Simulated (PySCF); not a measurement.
C7H14Si.
Atom-mapped SMILES: `[CH3:1][C:2]#[C:3][CH2:4][CH2:5][SiH:6]([CH3:7])[CH3:8]` (hydrogens: H9, H10, H11 on C1; H12, H13 on C4; H14, H15 on C5; H16 on Si6; H17, H18, H19 on C7; H20, H21, H22 on C8)

Structure used (GFN2-xTB), in Å, numbered top down from 1:
```
atom  x, y, z in Å
C1     4.6805    0.5258   -0.0529
C2     3.2516    0.6369    0.1563
C3     2.0725    0.7520    0.3386
C4     0.6384    0.8413    0.5395
C5    -0.0725   -0.4223    0.0446
Si6   -1.9617   -0.3703    0.3129
C7    -2.7036   -2.0345   -0.2317
C8    -2.7384    1.0364   -0.7090
H9     4.9185   -0.4330   -0.5134
H10    5.0268    1.3259   -0.7073
H11    5.2050    0.5989    0.8999
H12    0.2574    1.7146    0.0026
H13    0.4362    0.9874    1.6046
H14    0.1577   -0.5575   -1.0146
H15    0.3525   -1.2854    0.5610
H16   -2.2430   -0.1417    1.7442
H17   -2.2875   -2.8586    0.3394
H18   -3.7797   -2.0473   -0.0894
H19   -2.5098   -2.2332   -1.2821
H20   -2.3669    2.0096   -0.4021
H21   -3.8180    1.0502   -0.5921
H22   -2.5265    0.9241   -1.7691
```

ESP-fitted charges (e) from the PBE0/pcSseg-1 density (PySCF), one withheld:

| atom | bonded to | charge |
| --- | --- | --- |
| C1 | C2 H9 H10 H11 | -0.5102 |
| C2 | C1 C3 | +0.1270 |
| C3 | C2 C4 | -0.3657 |
| C4 | C3 C5 H12 H13 | +0.1471 |
| C5 | C4 Si6 H14 H15 | -0.3013 |
| Si6 | C5 C7 C8 H16 | ? |
| C7 | Si6 H17 H18 H19 | -0.7073 |
| C8 | Si6 H20 H21 H22 | -0.6674 |
| H9 | C1 | +0.1730 |
| H10 | C1 | +0.1707 |
| H11 | C1 | +0.1728 |
| H12 | C4 | +0.0573 |
| H13 | C4 | +0.0368 |
| H14 | C5 | +0.0837 |
| H15 | C5 | +0.0814 |
| H16 | Si6 | -0.1922 |
| H17 | C7 | +0.1516 |
| H18 | C7 | +0.1728 |
| H19 | C7 | +0.1585 |
| H20 | C8 | +0.1285 |
| H21 | C8 | +0.1620 |
| H22 | C8 | +0.1620 |

Task: What is the charge on Si6?

Result: The charges add up to the total charge, 0. The others sum to -0.7589, which leaves +0.7589 e for Si6 (SiH silicon); the computed value is +0.7587, the difference coming from rounding.

Task: Add each hydrogen's charge to the atom that carries it.

Result: C1 +0.0063, C4 +0.2412, C5 -0.1362, Si6 +0.5665, C7 -0.2244, C8 -0.2149. Atoms without hydrogen keep their charges.

Task: Across which bond do the charges differ most?

Result: Si6–C7: +0.7587 on Si6 against -0.7073 on C7, a difference of 1.4660 e. The lower charge is on the more electronegative element of the two (Pauling values: C 2.55, Si 1.90).

Task: Take the bonds between elements whose Pauling electronegativities differ by more than 0.25. In how many does the more electronegative atom carry the lower charge?

Result: In 15 of 17; it doesn't in C4–H12 and C4–H13.

Task: How much positive and how much negative charge does this set hold in all?

Result: +2.7439 e on 16 atoms and -2.7441 e on 6.

The ESP scheme fits charges at the nuclei, held to the total charge, to the electrostatic potential on points at 1.4 to 2.0 times the van der Waals radii. Isolated species at its GFN2-xTB geometry (one conformer only). GFN2-xTB frequencies show an imaginary mode (32i cm⁻¹), so this geometry is no minimum at that level.

These values come from a run that also computed NMR shieldings. Hardware: Arm Neoverse N1, one thread, shared host with 64 logical CPUs at a one-minute load of 59. Cost: 73 s of wall time, 0.88 GiB resident at most.
